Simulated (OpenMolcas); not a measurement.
An OpenMolcas run meant for Sc II (ANO-RCC-VDZ, DKH2; inactive shells 1s 2s 2p 3s 3p; intended active space 2 electrons in 6 orbitals (3d 4s)). One step of its input:

```
&RASSCF
FileOrb=start.orb
Symmetry=1
Spin=3
nActEl=2 0 0
Inactive=3 6
Ras2=6 0
CIRoot=14 14 1
SDav=15
CIMx=300
Iter=83 100
PrWF=0.3
OrbListing=Nothing
MaxOrb=0
Atom
```

The run finished. Its levels beside those of a sound run (CASSCF), in cm-1 above each run's lowest level:

| Level | This run | Usual run |
| --- | --- | --- |
| 3d 4s 3D1 | 0.0 | 0.0 |
| 3d 4s 3D2 | 62.4 | 61.9 |
| 3d 4s 3D3 | 159 | 157 |
| 3d 4s 1D2 | 4559 | 4463 |
| 3d2 3F2 | 5441 | 5236 |
| 3d2 3F3 | 5535 | 5329 |
| 3d2 3F4 | 5662 | 5454 |
| 3d2 1D2 | 15541 | 15451 |
| 4s2 1S0 | 17627 | 17452 |
| 3d2 1G4 | 17712 | 17542 |

Which setting is unsound, and how much does it matter here?

CIRoot is one short, so the average cuts through a term and the orbitals lose spherical symmetry. Against the sound run the excited levels shown move by 130 cm-1 on average and by 210 cm-1 at most.

Without dynamic correlation excited terms often stand tens of per cent too high (terms of higher spin than the ground term too low), and those without a measured partner can miss by more than the paired ones. A single d shell beside an s shell can misplace configurations of different d count against each other. Levels of configurations outside the active space are missing.
